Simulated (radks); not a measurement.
All-electron atom: Dy IV in [Xe] 4f9. All-electron calculation, scalar-relativistic Kohn-Sham, PBE, spin-unpolarised, spherical densities, point nucleus. Program: a radial shooting solver on a logarithmic mesh with Libxc functionals.

Normalised radial functions P(r) = r R(r), r in bohr:

r               4p       5s
0.0008836   0.0024   0.0426
0.001188    0.0039   0.0539
0.00161     0.0066   0.0682
0.002165    0.0108   0.0848
0.00291     0.0179   0.1038
0.003944    0.0299   0.1249
0.005303    0.0489   0.1449
0.007187    0.0802   0.1611
0.009662    0.1275   0.1662
0.0131      0.1996   0.1514
0.01761     0.2970   0.1073
0.02367     0.4177   0.0268
0.03208     0.5433  -0.0889
0.04313     0.6143  -0.2047
0.05845     0.5444  -0.2639
0.07859     0.2510  -0.1893
0.1065     -0.2717   0.0456
0.1432     -0.7731   0.3098
0.1925     -0.8547   0.3601
0.2609     -0.2083   0.0239
0.3508      0.8381  -0.4442
0.4754      1.5243  -0.5081
0.6392      1.3559   0.0511
0.8663      0.7155   0.7822
1.165       0.2317   1.0511
1.566       0.0423   0.7947
2.122       0.0035   0.3620
2.853       0.0001   0.0997
3.867       0.0000   0.0136
5.199       0.0000   0.0008
7.046       0.0000   0.0000
9.473       0.0000   0.0000

4p: eigenvalue -324.43 eV, 2 radial nodes at r = 0.0920, 0.278 bohr, <r> = 0.561 bohr, 90 % of the charge inside 0.815 bohr. 5s: eigenvalue -78.303 eV, 4 radial nodes at r = 0.0256, 0.101, 0.265, 0.626 bohr, <r> = 1.27 bohr, 90 % of the charge inside 1.83 bohr.
